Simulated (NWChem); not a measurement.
Molecule: Si2H4F2; SMILES F[SiH](F)[SiH3]

```xyz
8

Si    -0.1040     1.7388     0.0000
Si     0.3934    -0.5549     0.0000
F     -0.2929    -1.2409     1.3160
F     -0.2929    -1.2409    -1.3160
H     -1.5954     1.9247     0.0000
H      0.4846     2.3806     1.2265
H      0.4846     2.3806    -1.2265
H      1.8465    -0.9248     0.0000
```
Atoms are numbered in this order, from 1.

Results from NWChem. Pople sets run with spherical d functions. All runs use the structure optimised with PBE-D3(BJ)/def2-SVP. Vertical excitations in the gas phase; the lowest state need not have the same character in each row.

Task: Order these by “lowest excitation, singlet (eV)”, lowest first: B3LYP/6-31+G*, full TDDFT; PBE/6-31+G*, full TDDFT; LRC-wPBEh/6-31+G*, full TDDFT; LDA (Slater exchange, VWN5)/6-31+G*, full TDDFT.

Result: LDA (Slater exchange, VWN5)/6-31+G*, full TDDFT (6.32), PBE/6-31+G*, full TDDFT (6.42), B3LYP/6-31+G*, full TDDFT (6.81), LRC-wPBEh/6-31+G*, full TDDFT (6.95)
